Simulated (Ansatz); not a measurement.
Ansatz (a first-principles code) input (B3LYP/6-31G*):

Ansatz 0.2 input:
```yaml
crystal:
  periodic: [false, false, false]
  atoms:
    - {symbol: N, position_ang: [-1.52497553, -0.00835316, 0.36082816]}
    - {symbol: Si, position_ang: [0.05382118, -0.24789012, -0.30291828]}
    - {symbol: F, position_ang: [0.98749898, -0.77270325, 0.90073411]}
    - {symbol: F, position_ang: [0.57798484, 1.19758481, -0.78439189]}
    - {symbol: H, position_ang: [-1.95371355, -0.77439833, 0.87015587]}
    - {symbol: H, position_ang: [-2.21430862, 0.47939801, -0.20217707]}
basis:
  gaussian:
    orbitals: 6-31G*
hamiltonian:
  xc: {name: B3LYP}
magnetization: {spin_polarized: true, initial_magnetization: 1}
phonons: {temperatures: {t_min: 298.15, t_max: 298.15, t_step: 100}}
```

Output:

```
Functional definition: B3LYP
integrals: 0.02 GiB planned
674 factors; integrals over basis functions are off by at most 3.9e-4 eV
mean field: 0.31 GiB planned
mean field evaluation 1: about -14828.6957 eV, gradient 4.6e1 eV
mean field evaluation 2: about -14814.1791 eV, gradient 7.2e1 eV
mean field evaluation 4: about -14836.1807 eV, gradient 4.8e0 eV
mean field evaluation 8: about -14836.2685 eV, gradient 2.7e-2 eV
mean field evaluation 16: about -14836.2685 eV, gradient 3.4e-5 eV
mean field -14836.26853762 eV, -545.2228123737 hartree, gradient 2.0e-5 eV, S^2 0.751966; 0 other end points of the search recorded, 0 dependent functions left out
the calculation of the forces begins
reference -14836.26873228 eV, -545.2228195270 hartree; 21, 20 occupied and 47, 48 virtual orbitals, 674 factors
these checks for a lower state are left out or cut short: stability, starts, cluster_reference, orbital_swaps, neighbouring_geometries, increment
integrals: 0.02 GiB planned
674 factors; integrals over basis functions are off by at most 3.9e-4 eV
mean field: 0.31 GiB planned
mean field -14836.26852022 eV, -545.2228117341 hartree, gradient 1.3e-6 eV, S^2 0.751975; 0 other end points of the search recorded, 0 dependent functions left out
the calculation of the forces begins
reference -14836.26871485 eV, -545.2228188866 hartree; 21, 20 occupied and 47, 48 virtual orbitals, 674 factors
these checks for a lower state are left out or cut short: stability, starts, cluster_reference, orbital_swaps, neighbouring_geometries, increment
integrals: 0.02 GiB planned
674 factors; integrals over basis functions are off by at most 3.9e-4 eV
mean field: 0.31 GiB planned
mean field -14836.26852040 eV, -545.2228117408 hartree, gradient 2.9e-6 eV, S^2 0.751956; 0 other end points of the search recorded, 0 dependent functions left out
the calculation of the forces begins
reference -14836.26871508 eV, -545.2228188950 hartree; 21, 20 occupied and 47, 48 virtual orbitals, 674 factors
these checks for a lower state are left out or cut short: stability, starts, cluster_reference, orbital_swaps, neighbouring_geometries, increment
integrals: 0.02 GiB planned
674 factors; integrals over basis functions are off by at most 4.0e-4 eV
mean field: 0.31 GiB planned
mean field evaluation 32: about -14836.2507 eV, gradient 1.0e-1 eV
mean field -14836.26834580 eV, -545.2228053241 hartree, gradient 2.3e-6 eV, S^2 0.751958; 0 other end points of the search recorded, 0 dependent functions left out
the calculation of the forces begins
reference -14836.26854041 eV, -545.2228124762 hartree; 21, 20 occupied and 47, 48 virtual orbitals, 674 factors
these checks for a lower state are left out or cut short: stability, starts, cluster_reference, orbital_swaps, neighbouring_geometries, increment
integrals: 0.02 GiB planned
674 factors; integrals over basis functions are off by at most 4.0e-4 eV
mean field: 0.31 GiB planned
mean field -14836.26834434 eV, -545.2228052705 hartree, gradient 2.3e-6 eV, S^2 0.751973; 0 other end points of the search recorded, 0 dependent functions left out
the calculation of the forces begins
reference -14836.26853902 eV, -545.2228124251 hartree; 21, 20 occupied and 47, 48 virtual orbitals, 674 factors
these checks for a lower state are left out or cut short: stability, starts, cluster_reference, orbital_swaps, neighbouring_geometries, increment
integrals: 0.02 GiB planned
674 factors; integrals over basis functions are off by at most 3.9e-4 eV
mean field: 0.31 GiB planned
mean field -14836.26847137 eV, -545.2228099390 hartree, gradient 1.2e-6 eV, S^2 0.751951; 0 other end points of the search recorded, 0 dependent functions left out
the calculation of the forces begins
reference -14836.26866609 eV, -545.2228170947 hartree; 21, 20 occupied and 47, 48 virtual orbitals, 674 factors
these checks for a lower state are left out or cut short: stability, starts, cluster_reference, orbital_swaps, neighbouring_geometries, increment
integrals: 0.02 GiB planned
674 factors; integrals over basis functions are off by at most 3.9e-4 eV
mean field: 0.31 GiB planned
mean field -14836.26847268 eV, -545.2228099871 hartree, gradient 1.4e-6 eV, S^2 0.751981; 0 other end points of the search recorded, 0 dependent functions left out
the calculation of the forces begins
reference -14836.26866727 eV, -545.2228171381 hartree; 21, 20 occupied and 47, 48 virtual orbitals, 674 factors
these checks for a lower state are left out or cut short: stability, starts, cluster_reference, orbital_swaps, neighbouring_geometries, increment
integrals: 0.02 GiB planned
674 factors; integrals over basis functions are off by at most 3.9e-4 eV
mean field: 0.31 GiB planned
mean field -14836.26840206 eV, -545.2228073917 hartree, gradient 2.9e-6 eV, S^2 0.751973; 0 other end points of the search recorded, 0 dependent functions left out
[...]
mean field: 0.31 GiB planned
mean field evaluation 64: about -14836.2507 eV, gradient 1.3e-1 eV
mean field -14836.26840346 eV, -545.2228074434 hartree, gradient 6.2e-7 eV, S^2 0.751959; 0 other end points of the search recorded, 0 dependent functions left out
the calculation of the forces begins
reference -14836.26859806 eV, -545.2228145948 hartree; 21, 20 occupied and 47, 48 virtual orbitals, 674 factors
these checks for a lower state are left out or cut short: stability, starts, cluster_reference, orbital_swaps, neighbouring_geometries, increment
integrals: 0.02 GiB planned
674 factors; integrals over basis functions are off by at most 3.9e-4 eV
mean field: 0.31 GiB planned
mean field -14836.26849731 eV, -545.2228108922 hartree, gradient 1.5e-6 eV, S^2 0.751967; 0 other end points of the search recorded, 0 dependent functions left out
the calculation of the forces begins
reference -14836.26869196 eV, -545.2228180454 hartree; 21, 20 occupied and 47, 48 virtual orbitals, 674 factors
these checks for a lower state are left out or cut short: stability, starts, cluster_reference, orbital_swaps, neighbouring_geometries, increment
integrals: 0.02 GiB planned
674 factors; integrals over basis functions are off by at most 3.9e-4 eV
mean field: 0.31 GiB planned
mean field -14836.26849673 eV, -545.2228108708 hartree, gradient 1.4e-6 eV, S^2 0.751964; 0 other end points of the search recorded, 0 dependent functions left out
the calculation of the forces begins
reference -14836.26869139 eV, -545.2228180243 hartree; 21, 20 occupied and 47, 48 virtual orbitals, 674 factors
these checks for a lower state are left out or cut short: stability, starts, cluster_reference, orbital_swaps, neighbouring_geometries, increment
integrals: 0.02 GiB planned
674 factors; integrals over basis functions are off by at most 3.9e-4 eV
mean field: 0.31 GiB planned
mean field -14836.26852108 eV, -545.2228117658 hartree, gradient 1.5e-6 eV, S^2 0.751967; 0 other end points of the search recorded, 0 dependent functions left out
the calculation of the forces begins
reference -14836.26871570 eV, -545.2228189178 hartree; 21, 20 occupied and 47, 48 virtual orbitals, 674 factors
these checks for a lower state are left out or cut short: stability, starts, cluster_reference, orbital_swaps, neighbouring_geometries, increment
integrals: 0.02 GiB planned
674 factors; integrals over basis functions are off by at most 3.9e-4 eV
mean field: 0.31 GiB planned
mean field -14836.26852018 eV, -545.2228117327 hartree, gradient 1.4e-6 eV, S^2 0.751964; 0 other end points of the search recorded, 0 dependent functions left out
the calculation of the forces begins
reference -14836.26871487 eV, -545.2228188875 hartree; 21, 20 occupied and 47, 48 virtual orbitals, 674 factors
these checks for a lower state are left out or cut short: stability, starts, cluster_reference, orbital_swaps, neighbouring_geometries, increment
integrals: 0.02 GiB planned
674 factors; integrals over basis functions are off by at most 3.9e-4 eV
mean field: 0.31 GiB planned
mean field evaluation 96: about -14836.2685 eV, gradient 3.0e-5 eV
mean field -14836.26847780 eV, -545.2228101753 hartree, gradient 2.2e-6 eV, S^2 0.751969; 0 other end points of the search recorded, 0 dependent functions left out
the calculation of the forces begins
reference -14836.26867245 eV, -545.2228173284 hartree; 21, 20 occupied and 47, 48 virtual orbitals, 674 factors
these checks for a lower state are left out or cut short: stability, starts, cluster_reference, orbital_swaps, neighbouring_geometries, increment
integrals: 0.02 GiB planned
674 factors; integrals over basis functions are off by at most 3.9e-4 eV
mean field: 0.31 GiB planned
mean field -14836.26847740 eV, -545.2228101603 hartree, gradient 1.9e-6 eV, S^2 0.751962; 0 other end points of the search recorded, 0 dependent functions left out
the calculation of the forces begins
reference -14836.26867205 eV, -545.2228173139 hartree; 21, 20 occupied and 47, 48 virtual orbitals, 674 factors
these checks for a lower state are left out or cut short: stability, starts, cluster_reference, orbital_swaps, neighbouring_geometries, increment
integrals: 0.02 GiB planned
674 factors; integrals over basis functions are off by at most 3.9e-4 eV
mean field: 0.31 GiB planned
mean field -14836.26849988 eV, -545.2228109866 hartree, gradient 1.9e-6 eV, S^2 0.751965; 0 other end points of the search recorded, 0 dependent functions left out
the calculation of the forces begins
reference -14836.26869452 eV, -545.2228181397 hartree; 21, 20 occupied and 47, 48 virtual orbitals, 674 factors
these checks for a lower state are left out or cut short: stability, starts, cluster_reference, orbital_swaps, neighbouring_geometries, increment
integrals: 0.02 GiB planned
674 factors; integrals over basis functions are off by at most 4.0e-4 eV
mean field: 0.31 GiB planned
mean field -14836.26850002 eV, -545.2228109919 hartree, gradient 1.9e-6 eV, S^2 0.751966; 0 other end points of the search recorded, 0 dependent functions left out
the calculation of the forces begins
reference -14836.26869468 eV, -545.2228181455 hartree; 21, 20 occupied and 47, 48 virtual orbitals, 674 factors
these checks for a lower state are left out or cut short: stability, starts, cluster_reference, orbital_swaps, neighbouring_geometries, increment
integrals: 0.02 GiB planned
674 factors; integrals over basis functions are off by at most 3.9e-4 eV
mean field: 0.31 GiB planned
mean field -14836.26845657 eV, -545.2228093949 hartree, gradient 2.1e-6 eV, S^2 0.751964; 0 other end points of the search recorded, 0 dependent functions left out
the calculation of the forces begins
reference -14836.26865123 eV, -545.2228165485 hartree; 21, 20 occupied and 47, 48 virtual orbitals, 674 factors
these checks for a lower state are left out or cut short: stability, starts, cluster_reference, orbital_swaps, neighbouring_geometries, increment
integrals: 0.02 GiB planned
674 factors; integrals over basis functions are off by at most 4.0e-4 eV
mean field: 0.31 GiB planned
mean field evaluation 128: about -14836.2685 eV, gradient 3.0e-6 eV
mean field -14836.26845606 eV, -545.2228093764 hartree, gradient 3.0e-6 eV, S^2 0.751967; 0 other end points of the search recorded, 0 dependent functions left out
the calculation of the forces begins
reference -14836.26865071 eV, -545.2228165295 hartree; 21, 20 occupied and 47, 48 virtual orbitals, 674 factors
these checks for a lower state are left out or cut short: stability, starts, cluster_reference, orbital_swaps, neighbouring_geometries, increment
integrals: 0.02 GiB planned
674 factors; integrals over basis functions are off by at most 4.0e-4 eV
mean field: 0.31 GiB planned
mean field -14836.26849781 eV, -545.2228109104 hartree, gradient 2.6e-6 eV, S^2 0.751966; 0 other end points of the search recorded, 0 dependent functions left out
the calculation of the forces begins
reference -14836.26869246 eV, -545.2228180640 hartree; 21, 20 occupied and 47, 48 virtual orbitals, 674 factors
these checks for a lower state are left out or cut short: stability, starts, cluster_reference, orbital_swaps, neighbouring_geometries, increment
integrals: 0.02 GiB planned
674 factors; integrals over basis functions are off by at most 3.9e-4 eV
mean field: 0.31 GiB planned
mean field -14836.26849858 eV, -545.2228109390 hartree, gradient 1.5e-6 eV, S^2 0.751965; 0 other end points of the search recorded, 0 dependent functions left out
the calculation of the forces begins
reference -14836.26869323 eV, -545.2228180921 hartree; 21, 20 occupied and 47, 48 virtual orbitals, 674 factors
Total energy: -14836.26873228 eV, -545.2228195270 hartree
Atom 0 at    -1.524976    -0.008353     0.360828 Å, force     0.000010    -0.000002    -0.000005 eV/Å
Atom 1 at     0.053821    -0.247890    -0.302918 Å, force    -0.000224    -0.000199    -0.000178 eV/Å
Atom 2 at     0.987499    -0.772703     0.900734 Å, force     0.000094     0.000173     0.000013 eV/Å
Atom 3 at     0.577985     1.197585    -0.784392 Å, force     0.000127     0.000013     0.000150 eV/Å
Atom 4 at    -1.953714    -0.774398     0.870156 Å, force    -0.000041     0.000190    -0.000146 eV/Å
Atom 5 at    -2.214309     0.479398    -0.202177 Å, force     0.000034    -0.000175     0.000166 eV/Å
Dipole moment:    -0.569781    -0.218248    -0.116714 e Å
Vibrations: 110.01 262.31 310.43 378.71 478.84 770.94 804.67 901.10 967.20 1616.12 3543.88 3640.87 cm⁻¹, zero-point energy 0.854565 eV
```

The blocks after the first are displaced geometries, from whose forces the wavenumbers follow.
